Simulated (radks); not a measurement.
Values are calculated unless marked as measured or tabulated.
Charge is removed step by step from the 5d up level of Os3+, starting from [Xe] 4f14 5d(up 5, down 0). Code: a radial shooting solver on a logarithmic mesh with Libxc functionals. Model: scalar-relativistic Kohn-Sham, PBE, spin-polarised, spherical densities, finite nucleus; Fermi nuclear charge, rms radius 5.4126 fm.

removed (e)	E - E(0) (eV)	eigenvalue (eV)	E minus straight line (eV)
0	0.000	-36.459	0.000
0.25	9.510	-39.646	-1.220
0.5	19.824	-42.893	-1.637
0.75	30.956	-46.196	-1.235
1	42.921	-49.555	0.000

Removing the whole electron costs 42.921 eV by Delta-SCF, against 36.459 eV from minus the eigenvalue at the starting occupation. Slater's transition state (half an electron removed) gives 42.893 eV. Integrating minus the eigenvalue over the occupation (Janak's theorem) gives 42.931 eV. In this scalar-relativistic scheme the density is built from large components alone, so the theorem holds only approximately. The mean slope of the eigenvalue, de/dn, is 13.1 eV per electron. Ionisation energy of Os3+ in the NIST Atomic Spectra Database: 41 eV (theoretical).
